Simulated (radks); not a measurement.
Os+, 75 electrons, occupied as [Xe] 4f14 5d6 6s1.

Method: scalar-relativistic Kohn-Sham, PBE, spin-polarised, spherical densities, point nucleus; open shells are filled with parallel spins first (spin-orbit coupling, left out, can overturn this in heavy ions); computed with a radial shooting solver on a logarithmic mesh with Libxc functionals.

Energy parts (eV):
part                       energy
total                  -469495.29
kinetic                 520505.98
electron-nucleus      -1163136.64
Hartree                 182335.63
exchange-correlation     -9200.26

Orbitals (lengths in bohr, moments of r in powers of bohr; <r^-3> diverges for s and p1/2; r(max) is where P^2 peaks):
| orbital | occ. | eigenvalue (eV) | <1/r> | <r^-3> | r(max) | <r^4> |
|---|---|---|---|---|---|---|
| 1s up | 1 | -73888.64 | 90.51 | - | 0.01102 | 5.117e-07 |
| 1s down | 1 | -73888.63 | 90.51 | - | 0.01102 | 5.117e-07 |
| 2s up | 1 | -12874.67 | 21.18 | - | 0.06338 | 0.00007619 |
| 2s down | 1 | -12874.45 | 21.18 | - | 0.06338 | 0.00007619 |
| 2p up | 3 | -11210.14 | 19.05 | 21900 | 0.05219 | 0.00006063 |
| 2p down | 3 | -11209.96 | 19.05 | 21900 | 0.05219 | 0.00006063 |
| 3s up | 1 | -3002.044 | 7.849 | - | 0.1787 | 0.002781 |
| 3s down | 1 | -3001.964 | 7.849 | - | 0.1787 | 0.002781 |
| 3p up | 3 | -2513.403 | 7.211 | 4936 | 0.1774 | 0.003018 |
| 3p down | 3 | -2513.313 | 7.212 | 4936 | 0.1774 | 0.003018 |
| 3d up | 5 | -1968.029 | 6.804 | 625.9 | 0.1444 | 0.002327 |
| 3d down | 5 | -1967.870 | 6.804 | 625.8 | 0.1445 | 0.002326 |
| 4s up | 1 | -639.7228 | 3.346 | - | 0.4047 | 0.06411 |
| 4s down | 1 | -639.5042 | 3.346 | - | 0.4048 | 0.06410 |
| 4p up | 3 | -479.4800 | 3.033 | 1163 | 0.4251 | 0.08562 |
| 4p down | 3 | -479.2748 | 3.032 | 1162 | 0.4251 | 0.08555 |
| 4d up | 5 | -280.6771 | 2.706 | 127.2 | 0.4346 | 0.1230 |
| 4d down | 5 | -280.4356 | 2.707 | 127.3 | 0.4346 | 0.1225 |
| 4f up | 7 | -59.8816 | 2.237 | 22.88 | 0.4057 | 0.3300 |
| 4f down | 7 | -59.4636 | 2.244 | 23.00 | 0.4056 | 0.3165 |
| 5s up | 1 | -100.1475 | 1.330 | - | 0.9152 | 1.916 |
| 5s down | 1 | -98.3303 | 1.341 | - | 0.9117 | 1.865 |
| 5p up | 3 | -59.7167 | 1.122 | 177.5 | 1.034 | 3.729 |
| 5p down | 3 | -57.3406 | 1.134 | 182.4 | 1.028 | 3.610 |
| 5d up | 5 | -15.2246 | 0.7479 | 9.611 | 1.360 | 24.08 |
| 5d down | 1 | -12.2164 | 0.7463 | 9.730 | 1.343 | 27.53 |
| 6s up | 1 | -13.9909 | 0.4645 | - | 2.372 | 107.8 |
| 6s down | 0 | -11.5562 | 0.4432 | - | 2.432 | 132.3 |

The highest occupied level is 5d down at -12.216 eV. Spin moment in Bohr magnetons: 5.
